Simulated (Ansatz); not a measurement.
Two isomers of C2H6BFO: A = `CB(F)CO`, B = `OCCBF`.

Gas-phase electronic energies from Ansatz, PBE0-D4/def2-TZVP geometries. CBS: MP2 limit from def2 TZ/QZ plus the TZ coupled-cluster correction, frozen cores. DFT in def2-TZVPP. B3LYP here is the variant with VWN-RPA as its local correlation; programs differ in this. Each species was taken in one conformer, which may not be the lowest.

A:

Z-matrix (Å, degrees):
```
C
B 1 1.563
H 1 1.095 2 110.0
H 1 1.095 2 109.8 3 -116.2
H 1 1.091 2 114.0 3 122.1
F 2 1.328 1 118.3 3 56.7
C 2 1.569 1 122.7 3 -123.3
O 7 1.410 2 113.2 1 -179.6
H 7 1.105 2 107.1 1 -55.4
H 7 1.105 2 107.0 1 56.4
H 8 0.959 7 108.8 2 -179.9
```

B:

Z-matrix (Å, degrees):
```
C
C 1 1.522
O 1 1.412 2 112.6
H 1 1.099 2 110.0 3 124.2
H 1 1.092 2 110.4 3 -118.0
B 2 1.555 1 116.6 3 -60.8
H 2 1.100 1 109.9 3 61.4
H 2 1.100 1 110.7 3 175.7
H 3 0.961 1 108.0 2 70.6
F 6 1.333 2 120.0 1 1.2
H 6 1.200 2 124.0 1 -178.7
```

(1) Which isomer does CCSD(T)/CBS put lower? Give the gap. (Best estimate.)

(2) Give E(B) − E(A) in kcal/mol with B3LYP, CCSD/def2-TZVPP, HF/def2-TZVPP, B2PLYP, ωB97M-V, PBE0-D4, r2SCAN-D4. (Estimate.)

Largest T1 diagnostic: 0.012.

## Answers

(1) Ansatz gave: A, by 8.0 kcal/mol.

(2) The calculation gave: B3LYP 9.2, CCSD/def2-TZVPP 7.9, HF/def2-TZVPP 7.8, B2PLYP 8.5, ωB97M-V 8.6, PBE0-D4 9.0, r2SCAN-D4 9.4. None reverses the order clearly.
